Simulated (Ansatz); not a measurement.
A nudged elastic band was laid between two geometries of F2H2Si + FH + H3N (11 atoms, charge 0, multiplicity 1).

All numbers below come from RKS PBE-D4/cc-pVDZ in Ansatz.

| Item | Value |
| --- | --- |
| movable images | 7 |
| climbing image | yes |
| spring | 5.0 eV/Å² |
| optimiser | quadratic models (default) |
| start path | through a guess of the saddle point |
| force threshold | 0.05 eV/Å |
| iteration limit | 60 |
| end points | relaxed |

Image 0:

```xyz
11
Properties=species:S:1:pos:R:3
Si -1.457 -0.041 -0.894
H -1.869 0.986 0.118
F -0.510 -1.264 -0.196
F -2.885 -0.915 -1.013
H -1.179 0.208 -2.341
H 0.965 0.682 0.063
F 0.355 1.060 -0.768
H 1.413 0.378 2.011
N 1.564 -0.003 1.068
H 2.567 -0.203 0.963
H 1.036 -0.889 0.988
```

Image 8:

```xyz
11
Properties=species:S:1:pos:R:3
Si -1.188 -0.216 -1.429
H -1.025 0.676 1.884
F -0.510 -1.499 -0.663
F -2.524 0.232 -0.597
H -1.524 -0.562 -2.833
H 1.660 0.651 0.196
F -0.111 1.023 -1.379
H -0.291 0.511 1.713
N 2.092 -0.110 0.742
H 1.993 0.187 1.725
H 1.427 -0.892 0.641
```

Problem. What changes between the two ends?

Solution. Bonds broken: Si1–H2, H8–N9. Bonds formed: H2–H8. F2H2Si + FH + H3N becomes F3HSi + H2 + H3N.

Problem. What energy profile does the band end with?

Solution. The forces met the threshold. The highest image is number 4 of 0 to 8, 0.58 eV above the first end and 0.66 eV above the last; the last end lies 0.07 eV below the first. A vibrational analysis at the climbing image gives one clearly imaginary mode, 138i cm⁻¹: a first-order saddle point. The orbitals stay closed-shell, which can raise the energy where a bond breaks towards radicals; this wasn't checked here.

| image | path coordinate (Å) | energy (eV) | Si1–H2 (Å) | H8–N9 (Å) | H2–H8 (Å) |
| --- | --- | --- | --- | --- | --- |
| 0 | 0.00 | 0.00 | 1.50 | 1.03 | 3.84 |
| 1 | 0.84 | 0.02 | 1.50 | 1.03 | 3.13 |
| 2 | 1.68 | 0.07 | 1.51 | 1.03 | 2.42 |
| 3 | 2.52 | 0.38 | 1.55 | 1.05 | 1.68 |
| 4 | 3.37 | 0.58 | 1.65 | 1.16 | 1.22 |
| 5 | 3.98 | 0.39 | 2.00 | 1.62 | 0.86 |
| 6 | 4.60 | 0.29 | 2.32 | 2.18 | 0.78 |
| 7 | 5.21 | -0.03 | 2.88 | 2.50 | 0.77 |
| 8 | 5.82 | -0.07 | 3.44 | 2.65 | 0.77 |

Problem. What is the geometry of the highest image?

Solution. 
```xyz
11
Properties=species:S:1:pos:R:3
Si -1.127 -0.025 -0.842
H -0.942 0.501 0.706
F -0.398 -1.510 -0.402
F -2.763 0.173 -0.491
H -1.355 -0.302 -2.306
H 1.559 0.578 0.100
F 0.226 1.020 -1.191
H 0.212 0.286 1.034
N 1.335 0.027 0.954
H 1.943 0.222 1.757
H 1.310 -0.971 0.681
```

Problem. What are the harmonic wavenumbers there?

Solution. 138i, 77, 128, 200, 221, 313, 394, 399, 484, 558, 728, 821, 839, 908, 984, 1077, 1308, 1369, 1406, 1462, 1578, 1602, 2014, 2139, 3260, 3393, 3513 cm⁻¹.

Time of the run: 4.2 min on 2 threads of Arm Neoverse V1 (shared host), peak memory 0.15 GiB.
